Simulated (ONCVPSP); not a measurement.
What one change does to a pseudopotential (krypton, ONCV)

ONCVPSP 4.0.1 input, shortened (lines: element, Z, core and valence counts, functional; n l f; lmax; l rc ep ncon nbas qcut; lloc lpopt rc5 dvloc0; l nproj debl; icmod fcfact rcfact), PBE, scalar-relativistic:

```
  Kr 36.00    5    3        4      upf
    1    0    2.00
    2    0    2.00
    2    1    6.00
    3    0    2.00
    3    1    6.00
    3    2   10.00
    4    0    2.00
    4    1    6.00
    2
    0    1.35    0.00    4    7    4.30
    1    1.30    0.00    4    7    6.70
    2    0.55    0.00    5    8   20.00
    4    3    0.45    0.00
    0    1    2.30
    1    3    0.40
    2    3    0.50
    3    2.25    1.80
```

In the d channel the program set the typed energies aside and used -2.991, 0.250, 0.750 Ha.

All-electron outer shells of the reference configuration (PBE, scalar-relativistic, ld1.x):

| shell | level (eV) | outermost node (bohr) | outermost maximum (bohr) |
| --- | --- | --- | --- |
| 3s | -263.97 | 0.22 | 0.47 |
| 3p | -195.19 | 0.20 | 0.46 |
| 3d | -81.40 | – | 0.41 |
| 4s | -23.05 | 0.64 | 1.34 |
| 4p | -9.25 | 0.67 | 1.55 |

Change: core correction Teter function, fcfact 2.25, rcfact 1.58.

Cutoffs: the cutoffs (Ha) at which the residual kinetic energy of the hardest occupied pseudo-wave falls to 1 and 0.1 mHa per electron; they do not see the model core or the augmentation charge, which bear on the density cutoff. Errors are all-electron minus pseudo energies relative to the spin-unpolarised reference configuration.

Q: How do hardness, ghosts and transferability respond?

A: The potential gets neither clearly harder nor softer (699 Ha and 788 Ha → 699 Ha and 788 Ha); both files keep a bound ghost (d, p, s); the number of tests with a reliable result goes from 3 to 4; of the 3 tests that both files solve, the error grows in 2 and shrinks in 1 by more than 15 % and 0.3 meV (median size 1.4 → 1.9 meV). A model core, the more so a compact one, raises the density cutoff, which this test does not measure.

```tsv
quantity	base	changed
cutoff, loose	699 Ha	699 Ha
cutoff, tight	788 Ha	788 Ha
bound ghosts	s, p, d	s, p, d
GHOST(+) flags under 300 eV	none	none
tests with a reliable result	3 of 4	4 of 4
error for 3d10 4s2 4p5, meV [ΔE 14.29 eV]	-1.4	-1.9
error for 3d10 4s2 4p4, meV [ΔE 39.46 eV]	+0.5	-1.9
error for 3d10 4s2 4p3, meV [ΔE 76.54 eV]	+11	+6.9
s: phases at 1.37 bohr within 0.05 rad from the reference energy up to (Ha; the scan ends near 5)	1.7	1.7
p: phases at 1.32 bohr within 0.05 rad from the reference energy up to (Ha; the scan ends near 5)	to the end of the scan	to the end of the scan
d: phases at 0.56 bohr within 0.05 rad from the reference energy up to (Ha; the scan ends near 5)	to the end of the scan	to the end of the scan
rms error of d²Exc/dni dnj with the model core, mHa	2.92	3.69
```

 A true bound ghost makes a file unfit for plane-wave use even where its test errors are small: the radial tests pick states by their node count and pass the ghost by.
